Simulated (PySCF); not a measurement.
PySCF 2.14 output of an unrestricted wB97X-V calculation on a single atom or ion in def2-QZVPPD (10s6p5d2f1g, 76 functions), with no relativity, point nucleus:

```
SCF conv_tol = 1e-09
number electrons alpha = 8  beta = 5
    N. Mardirossian and M. Head-Gordon.,  Phys. Chem. Chem. Phys. 16, 9904-9924 (2014)
cycle= 1 E= -242.191836777736  delta_E= -0.00498  |g|= 0.0163  |ddm|= 0.123
cycle= 2 E= -242.191966702595  delta_E= -0.00013  |g|= 0.00535  |ddm|= 0.0182
cycle= 3 E= -242.191979726646  delta_E= -1.3e-05  |g|= 0.0017  |ddm|= 0.00437
cycle= 4 E= -242.191982274239  delta_E= -2.55e-06  |g|= 0.000266  |ddm|= 0.00253
cycle= 5 E= -242.191982404415  delta_E= -1.3e-07  |g|= 1.79e-05  |ddm|= 0.000596
cycle= 6 E= -242.191982404864  delta_E= -4.48e-10  |g|= 2.22e-06  |ddm|= 3.18e-05
converged SCF energy = -242.191982404864  <S^2> = 3.750029  2S+1 = 4.0000145
```

The run itself started from symmetry-adapted Hartree-Fock orbitals and held the occupation by maximum overlap, on a logarithmic radial grid, so the iterations belong to that start.

Task: Which element, charge and spin multiplicity is this?

Result: Al (aluminium, neutral), multiplicity 4; the state was [Ne] 3s1 3p2, high-spin 4P determinant (an excited configuration).
